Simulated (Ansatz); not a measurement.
Program: Ansatz. Geometries: PBE0-D4/def2-TZVP. ΔE: electronic, gas phase. CCSD(T)/CBS is the MP2 limit (def2-TZVPP, def2-QZVPP) plus CCSD(T) − MP2 in def2-TZVPP, frozen cores. Double bonds are as drawn, so ΔE can hold a change between cis and trans. Functionals use def2-TZVPP. For Ga outer-core shells are correlated without core-valence functions, which leaves a few kJ/mol of doubt a bond. Scalar relativity is left out up to krypton. One conformer a species, not always the lowest.

Consider the redistribution: `F[CH2][GaH][SiH3]` + `C/[C]([AlH2])=C\O` → `[CH3][GaH][CH2]F` + `O/C=[C](\[AlH2])[SiH3]`.

```tsv
level	ΔE (kJ/mol)
B2PLYP	-31.0
MP2/def2-TZVPP	-40.5
```

**Question.** What does CCSD(T)/CBS give? (Estimate.)

**Answer.** Computed: -33.0 kJ/mol. The listed levels differ from it by 2.0, -7.5 kJ/mol.

Largest T1 diagnostic among the species: 0.014.

From PBE to PBE0 (25 % exact exchange), in def2-TZVPP and without D4, ΔE moves by −3.3 kJ/mol.

CCSD(T)/CBS has its own doubt, a few kJ/mol and more with outer-core shells, so smaller differences from it don't rank the levels.
